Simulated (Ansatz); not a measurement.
Relaxation of CH5BOSi (9 atoms, charge 0, multiplicity 1), to a largest force component of 0.015 eV/Å in at most 40 steps.

Theory: Ansatz, RKS B3LYP/def2-SVP.

```xyz
9
Properties=species:S:1:pos:R:3:forces:R:3
O -0.640 0.707 -1.707 -2.41 1.96 -0.36
Si -0.245 0.756 -0.064 -3.09 0.59 -0.54
B 0.474 2.616 0.248 -1.97 1.71 0.25
C 1.348 1.424 0.299 4.55 -0.92 1.55
H -1.350 1.475 -1.817 2.23 -2.46 0.05
H -1.324 0.551 0.939 0.28 -0.57 -0.08
H 0.304 3.833 0.361 0.60 -0.75 -0.10
H 2.057 1.352 -0.573 -0.04 -0.09 0.83
H 1.785 1.105 1.326 -0.14 0.54 -1.59
```

**Question.** Where does it end, and by what steps?

**Answer.** It converged. After 22 steps the energy has fallen by 1.741 eV; H8 moved furthest, 1.04 Å.

| step | energy less start (eV) | largest force component (eV/Å) | accepted |
| --- | --- | --- | --- |
| 0 | 0.0000 | 4.549 | yes |
| 1 | -0.8712 | 2.008 | yes |
| 2 | -1.1838 | 0.947 | yes |
| 3 | -1.2518 | 0.566 | yes |
| 4 | -1.2664 | 0.326 | yes |
| 5 | -1.2705 | 0.110 | yes |
| 6 | -1.2758 | 0.174 | yes |
| 7 | -1.2859 | 0.136 | yes |
| 8 | -1.2941 | 0.903 | yes |
| 9 | -1.3319 | 1.147 | yes |
| 10 | -1.4314 | 0.873 | yes |
| 11 | -1.5066 | 0.815 | yes |
| 12 | -1.5725 | 0.782 | yes |
| 13 | -1.5581 | 2.198 | no |
| 14 | -1.6440 | 0.577 | yes |
| 15 | -1.6782 | 0.428 | yes |
| 16 | -1.6868 | 1.470 | yes |
| 17 | -1.6408 | 0.991 | no |
| 18 | -1.7373 | 0.129 | yes |
| 19 | -1.7316 | 0.224 | no |
| 20 | -1.7404 | 0.066 | yes |
| 21 | -1.7405 | 0.058 | yes |
| 22 | -1.7409 | 0.013 | yes |

```xyz
9
Properties=species:S:1:pos:R:3
O -1.379 0.742 -1.458
Si -0.614 1.163 -0.042
B 0.488 2.666 0.286
C 1.521 1.643 0.512
H -1.441 1.427 -2.136
H -0.711 -0.064 0.780
H 0.577 3.761 -0.196
H 2.571 1.788 0.216
H 1.399 0.693 1.052
```

Time of the run: 2.3 min on 1 thread of Arm Neoverse N1 (shared host), peak memory 0.16 GiB.
